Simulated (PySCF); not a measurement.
2-bromopropane (C₃H₇Br), SMILES CC(C)Br.

Geometry optimised at B3LYP-D3(BJ)/def2-SVP.

Computed with PySCF with SMD-ωB97X/def2-SVP.

Solvation free energies are E(SMD) − E(gas) at the gas-phase geometry, for 1 M in both phases. Bromine has the revised SMD18 radius of 2.60 Å. In vacuum the dipole moment is 2.21 D.

Task: Estimate the solvation free energies in water, acetonitrile, N,N-dimethylformamide. (The exact figures need the calculation; the answer reports its results.)

Result: 
| solvent | ΔG(solv) (kcal/mol) | its non-electrostatic (CDS) part | dipole (D) |
|---|---|---|---|
| water | -1.3 | 1.7 | 2.97 |
| acetonitrile | -5.0 | -2.1 | 2.95 |
| N,N-dimethylformamide | -4.7 | -1.8 | 2.95 |
